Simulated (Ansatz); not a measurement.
Ansatz (a program for electronic structure) input (B3LYP/def2-SVP):

Ansatz 0.2 input:
```yaml
crystal:
  periodic: [false, false, false]
  atoms:
    - {symbol: Mn, position_ang: [0.00000000, 0.00000000, 0.00000000]}
basis:
  gaussian:
    orbitals: def2-SVP
hamiltonian:
  xc: {name: B3LYP}
magnetization: {spin_polarized: true, initial_magnetization: 5}
scf: {lower_state_search: full}
```

Question: Predict the final energy.

Answer: -1150.84724 Eh.
